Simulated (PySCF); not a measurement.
Species: C₅H₅F₂O₃ (charge -1).
Numbering: `[CH2:1]=[CH:2][C:3]([F:4])([F:5])[CH2:6][O:7][C:8](=[O:9])[O-:10]` (hydrogens: H11, H12 on C1; H13 on C2; H14, H15 on C6)

Geometry (PBE0-D3(BJ)/def2-SVP, Å), atoms numbered from 1 in this order:
```
atom  x, y, z in Å
C1     2.130    0.911    0.500
C2     0.984    0.705   -0.142
C3     0.595   -0.605   -0.754
F4     0.618   -0.462   -2.118
F5     1.529   -1.568   -0.475
C6    -0.771   -1.102   -0.315
O7    -1.744   -0.155   -0.546
C8    -2.265    0.559    0.643
O9    -1.810    0.167    1.719
O10   -3.056    1.431    0.317
H11    2.856    0.102    0.623
H12    2.368    1.883    0.939
H13    0.229    1.487   -0.264
H14   -0.715   -1.342    0.762
H15   -0.966   -2.025   -0.897
```

Method: PBE0-D3(BJ)/def2-SVP geometry optimisation, gas phase (PySCF).

Take the most abundant isotopes and a rigid rotor. The values belong to one conformer with, in the numbering `[CH2:1]=[CH:2][C:3]([F:4])([F:5])[CH2:6][O:7][C:8](=[O:9])[O-:10]`, C1–C2–C3–F4 -111°, C2–C3–C6–O7 55°, C3–C6–O7–C8 -106°, C6–O7–C8–O9 -4°.

Q: Give the principal moments of inertia and the rotational constants in cm⁻¹.

A: Ia = 225.91, Ib = 583.86, Ic = 649.98 u·Å²; 505379 MHz·u·Å²/I gives 2237, 865.6 and 777.5 MHz, that is A = 0.07462, B = 0.02887, C = 0.02594 cm⁻¹.

Q: What kind of rotor is it?

A: An asymmetric top. Ray's parameter κ = (2B − A − C)/(A − C) = -0.879; −1 is the prolate and +1 the oblate limit.

Q: What does the inertial defect say?

A: Not planar: Δ = Ic − Ia − Ib = -159.79 u·Å². For a rigid frame Δ = −2 Σ m c², so Σ m c² = 79.89 u·Å² lies off the ab plane: 6.53 from hydrogen and 73.37 from heavier atoms. The atom farthest from that plane is 1.59 Å away.

Q: Give the other two planar moments, Paa and Pbb, and the rms extents of the mass along the axes.

A: Paa = Σ m a² = (Ib + Ic − Ia)/2 = 503.97 and Pbb = Σ m b² = (Ia + Ic − Ib)/2 = 146.01 u·Å². With the mass M = 151.02 u, the rms extents √(P/M) along a, b and c are 1.83, 0.98, 0.73 Å.

Q: Which types of transition are allowed, and where do some lines up to J = 2 fall?

A: The dipole components (about the centre of mass, as the species is charged) are |μa| = 7.69 D, |μb| = 0.09 D, |μc| = 0.33 D. Intensities carry the squares of the components, which stand as 1.00 : 0.00 : 0.00 (a : b : c). Some lines, for components of 0.1 D or more:

```csv
type,branch,"J(Ka,Kc)",MHz,lower level (cm⁻¹)
c,Q,"2(1,2) ← 2(0,2)",1288,0.164
c,Q,"1(1,1) ← 1(0,1)",1372,0.055
a,R,"1(0,1) ← 0(0,0)",1643,0.000
c,R,"1(1,0) ← 0(0,0)",3103,0.000
a,R,"2(1,2) ← 1(1,1)",3198,0.101
a,R,"2(0,2) ← 1(0,1)",3282,0.055
a,R,"2(1,1) ← 1(1,0)",3374,0.103
c,Q,"2(2,1) ← 2(1,1)",4115,0.216
c,R,"2(1,1) ← 1(0,1)",4834,0.055
c,R,"2(2,0) ← 1(1,0)",7493,0.103
c,R,"2(2,1) ← 1(1,1)",7577,0.101
```

Q: Estimate the classical rotational partition function at 10 K, 100 K and 500 K.

A: Point group C1, symmetry number σ = 1; q = (√π/σ)·√((kT/h)³/(ABC)), k/h = 20836.6 MHz/K: 4340 at 10 K, 137000 at 100 K, 1540000 at 500 K.

PBE0-D3(BJ)/def2-SVP frequencies: not computed here. The geometry's basis has no diffuse functions, a weakness for an anion. No vibrational averaging or centrifugal distortion is included, and the geometry carries the error of its method.

Hardware: one thread, Arm Neoverse V1 (aarch64), shared host. Cost: 2.4 min wall, 0.67 GiB resident at most. That covers the optimisation of the geometry.
